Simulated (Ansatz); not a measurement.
Frontier orbitals of C2H5BSe, SMILES `C=CB[SeH]`.

Z-matrix (Å, degrees):
```
C
C 1 1.337
H 1 1.086 2 120.9
H 1 1.086 2 122.6 3 -180.0
B 2 1.534 1 120.9 3 0.0
H 2 1.089 1 118.0 3 180.0
Se 5 1.916 2 124.2 1 179.9
H 5 1.195 2 121.5 1 -0.1
H 7 1.471 5 97.2 2 -0.0
```

Total charge 0; spin multiplicity 1. Correlated methods include outer-core shells of Se, which these sets cover unevenly. Scalar relativity is left out up to krypton. The structure was optimised at the PBE0-D4/def2-TZVP level. It is one conformer, not always the lowest. Basis def2-TZVPP, Ansatz 0.2.0.

```
functional  HOMO (eV)  LUMO (eV)
     BHLYP      -8.23      -0.76
```

(1) Give HOMO and LUMO (eV) with LDA (SPW92), PBE, revPBE, BLYP, r2SCAN, B97M-V, PBE0, B3LYP, r2SCANh, r2SCAN0, HSE06 (plane-wave form), CAM-B3LYP, LC-ωPBE, ωB97X-V, ωB97M-V, HF. (Estimate.)

## Answers

(1) The calculation gave: 
```csv
functional,HOMO,LUMO
LDA (SPW92),-6.54,-2.94
PBE,-6.36,-2.70
revPBE,-6.30,-2.61
BLYP,-6.17,-2.52
r2SCAN,-6.59,-2.53
B97M-V,-6.58,-2.45
PBE0,-7.38,-1.82
B3LYP,-7.14,-1.98
r2SCANh,-6.97,-2.20
r2SCAN0,-7.54,-1.72
HSE06 (plane-wave form),-6.99,-2.19
CAM-B3LYP,-8.59,-0.71
LC-ωPBE,-9.93,0.34
ωB97X-V,-9.57,0.31
ωB97M-V,-9.45,0.18
HF,-9.62,1.77
```

B3LYP here is the variant with VWN-RPA as its local correlation; programs differ in this. LC-ωPBE has ω = 0.4 bohr⁻¹. Positive LUMOs are unbound and depend on the basis.
